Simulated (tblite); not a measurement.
Isomers of C5H9OP. Computed values, GFN2-xTB/tblite, gas phase, harmonic and unscaled. Errors from tens to a few hundred cm⁻¹ against measured bands are possible. Modes of hydrogen on phosphorus can be 10 to 20 % off. One conformer each.

Electronic energies: GFN2-xTB at the same geometries; isomer energies are rough at this level and their order can be wrong.

```tsv
SMILES	electronic energy, lowest = 0 (kcal/mol)
CC1=CC[P@@H](=O)C1	0.0
C=C(C)/P=C/OC	71.1
C#CCP(C)(C)=O	34.2
```

**Question.** How do GFN2-xTB zero-point energies change the relative energies?

**Answer.** 
| SMILES | ZPE (kcal/mol) | of it from modes above 1550 cm⁻¹ | electronic (kcal/mol) | with ZPE, lowest = 0 (kcal/mol) | lowest mode (cm⁻¹) | rings |
| --- | --- | --- | --- | --- | --- | --- |
| CC1=CC[P@@H](=O)C1 | 79.7 | 39.9 | 0.0 | 0.0 | 71 | 1 |
| C#CCP(C)(C)=O | 77.2 | 42.4 | 34.2 | 31.8 | 60 | 0 |
| C=C(C)/P=C/OC | 79.2 | 41.1 | 71.1 | 70.6 | 22 | 0 |

The zero-point energies span 2.5 kcal/mol, from `C#CCP(C)(C)=O` to `CC1=CC[P@@H](=O)C1`. The order is unchanged.
